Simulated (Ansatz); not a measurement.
The lowest singlet and triplet of CHBr (SMILES [CH]Br); geometries from B3LYP-D3(BJ)/def2-TZVP, each state relaxed from the structure named, with no frequency check.
Singlet (charge 0, multiplicity 1):
```xyz
3

C     -1.428     0.606     0.000
Br     0.303    -0.095     0.000
H     -2.033    -0.323     0.000
```

A positive gap puts the triplet lower; no zero-point energy. R- takes a restricted singlet. U- takes an unrestricted singlet (broken symmetry where lower, unprojected). The triplet is unrestricted in single-reference levels. Active spaces average the two states.

Frozen-core correlation. Filled d and f shells under p-block atoms count as core.

Run with Ansatz (Gaussian basis) for Hartree–Fock, density functionals and correlated methods. Values without a source in brackets are computed.

Task: One of these levels gives -49.0 kJ/mol for the gap E(singlet) − E(triplet), vertical, at the singlet's geometry. Which?
A. SC-NEVPT2 on SA-CASSCF(2,2)/cc-pVTZ
B. U-r2SCAN/def2-TZVPP (spin-contaminated)
C. R-B2PLYP/def2-TZVPP
D. U-PBE0/def2-TZVPP (spin-contaminated)

Result: C, R-B2PLYP/def2-TZVPP. The others give -31.2 (U-r2SCAN/def2-TZVPP (spin-contaminated)), -38.6 (U-PBE0/def2-TZVPP (spin-contaminated)), -44.9 (SC-NEVPT2 on SA-CASSCF(2,2)/cc-pVTZ)

Doubts at one or more of the structures used: a restricted determinant that unrestricted orbitals would lower (R-B2PLYP/def2-TZVPP).

Ansatz is a first-principles code.
